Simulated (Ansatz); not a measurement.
Geometry optimisation, RKS PBE-D4/def2-SVP (Ansatz).

Input:

```yaml
crystal:
  periodic: [false, false, false]
  atoms:
    - { symbol: Ge, position_ang: [-0.399876, -0.073814, -1.007806] }
    - { symbol: H, position_ang: [1.225643, 0.032094, 1.200617] }
    - { symbol: Ge, position_ang: [2.722832, 0.01696, 0.775414] }
    - { symbol: H, position_ang: [3.152525, -1.453207, 0.568818] }
    - { symbol: H, position_ang: [2.895546, 0.823169, -0.534228] }
    - { symbol: H, position_ang: [3.531828, 0.671282, 1.92077] }
    - { symbol: H, position_ang: [-1.154634, 1.13072, -0.244335] }
    - { symbol: H, position_ang: [-1.220764, -1.147203, -0.116151] }
basis:
  gaussian: { orbitals: def2-SVP }
hamiltonian:
  xc: pbe
  dispersion: d4
relax:
  f_tol: 0.03
  max_steps: 50
```

Run as:

```bash
$ ansatz run input.yaml --threads 2 --pin off --max-ram 3072MiB --backend cpu --events-out ev --progress --plain --runs-dir out
```

Where does it end, and by what steps?

The run converged. After 9 steps the energy has fallen by 0.325 eV; H8 moved furthest, 0.71 Å. Joined: Ge1–Ge3 (3.60 → 2.81 Å).

```csv
step,energy less start (eV),largest force component (eV/Å),accepted
0,0.0000,0.260,yes
1,-0.1008,0.262,yes
2,-0.2112,0.421,yes
3,-0.2839,0.295,yes
4,-0.3030,0.204,yes
5,-0.3146,0.068,yes
6,-0.3208,0.077,yes
7,-0.3232,0.091,yes
8,-0.3234,0.099,yes
9,-0.3254,0.011,yes
```

```xyz
8
Properties=species:S:1:pos:R:3
Ge -0.017 -0.268 -0.720
H 0.884 0.220 0.863
Ge 2.479 0.023 0.541
H 2.872 -1.444 0.274
H 3.008 1.018 -0.510
H 2.968 0.447 1.957
H -0.685 1.119 -0.267
H -0.756 -1.115 0.425
```

The run took 14 s on 2 threads of Arm Neoverse V1 (shared host), peak memory 0.13 GiB.
